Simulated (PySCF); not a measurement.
C4H4F2, SMILES CC=C=C(F)F. Heavy atoms are numbered as in [CH3:1][CH:2]=[C:3]=[C:4]([F:5])[F:6]. Hydrogens are named by the atom that carries them.

Geometry optimised at PBE0-D3(BJ)/def2-SVP.

Computed with PBE/def2-TZVP in PySCF.

Atomic charges (e), one atom of each kind:

```csv
atom,Löwdin,IAO
C1 (CH3),-0.29,-0.43
C2 (CH),___,-0.11
C3,-0.09,-0.14
C4,-0.51,0.49
F5,___,-0.23
H on C1,0.14,0.16
H on C2,___,0.16
```

Some entries are withheld; supply them. (The exact figures need the calculation; the answer reports its results.)


- C2 (CH), Löwdin: -0.17
- F5, Löwdin: 0.25
- H on C2, Löwdin: 0.16

Computed Mayer and Wiberg (Löwdin basis) orders of the bonds:
| bond | Mayer | Wiberg |
|---|---|---|
| C1–C2 | 1.00 | 1.31 |
| C2–C3 | 1.92 | 2.02 |
| C3–C4 | 1.85 | 1.97 |
| C4–F5 | 1.18 | 1.81 |
| C4–F6 | 1.18 | 1.81 |
